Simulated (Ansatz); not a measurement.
`[F][AlH][SeH]` + `C[SiH](F)F` → `[F][AlH][F]` + `C[SiH](F)[SeH]`  (redistribution)

Computed with Ansatz on PBE0-D4/def2-TZVP structures; ΔE is electronic, products minus reactants. CBS: MP2 limit from def2 TZ/QZ plus the TZ coupled-cluster correction, frozen cores. This one scheme is used for every species. Functionals use def2-TZVPP. For Se outer-core shells are correlated without core-valence functions, which leaves a few kJ/mol of doubt a bond. Scalar relativity is left out up to krypton. One conformer a species, not always the lowest.

| level | ΔE (kJ/mol) |
| --- | --- |
| r2SCAN0-D4 | 28.0 |
| r2SCANh | 27.6 |
| BHLYP | 31.4 |
| CCSD(T)/def2-SVP | 18.1 |
| CCSD/def2-TZVPP | 27.2 |
| MP2/def2-QZVPP | 20.1 |
| SCS-MP2/def2-QZVPP | 22.6 |
| MP2/CBS(def2) | 19.5 |

What does CCSD(T)/CBS give? (An estimate is asked.)

Ansatz gave: +23.3 kJ/mol. The listed levels differ from it by 4.7, 4.3, 8.1, -5.2, 3.9, -3.2, -0.7, -3.8 kJ/mol.

Largest T1 diagnostic among the species: 0.013.

In def2-TZVPP, CCSD(T) changes the Hartree–Fock value by −14.0 kJ/mol (the triples alone add −1.8 kJ/mol) and MP2 by −17.8 kJ/mol. At CCSD(T), def2-SVP lies −5.2 kJ/mol from the extrapolated value and def2-TZVPP +2.1 kJ/mol. Leaving LDA and LC-ωPBE aside and taking each functional with its dispersion term where it has one, the values, not all of them listed here, spread over 11.7 kJ/mol, from revPBE-D4 to r2SCAN0-D4.
